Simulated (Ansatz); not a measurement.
C₃H₁₀B₂ (`BCCBC`), charge 0, multiplicity 1.

Problem. Give a relaxed structure at PBE0-D4/def2-TZVP (Ansatz 0.2.0). (An estimate is asked.)

Solution. Computed: 
Z-matrix (Å, degrees):
```
C
C 1 1.552
B 1 1.545 2 99.1
H 1 1.092 2 109.1 3 120.7
H 1 1.092 2 109.1 3 -120.7
B 2 1.566 1 117.7 3 178.5
H 2 1.102 1 111.3 3 -58.8
H 2 1.102 1 111.5 3 55.6
H 3 1.200 1 120.6 2 -86.6
H 3 1.200 1 120.6 2 85.8
C 6 1.553 2 125.1 1 -1.4
H 6 1.204 2 116.1 1 -179.1
H 11 1.092 6 115.5 2 15.7
H 11 1.093 6 112.8 2 143.2
H 11 1.102 6 105.9 2 -102.7
```
This is one stationary point; other conformers may exist.
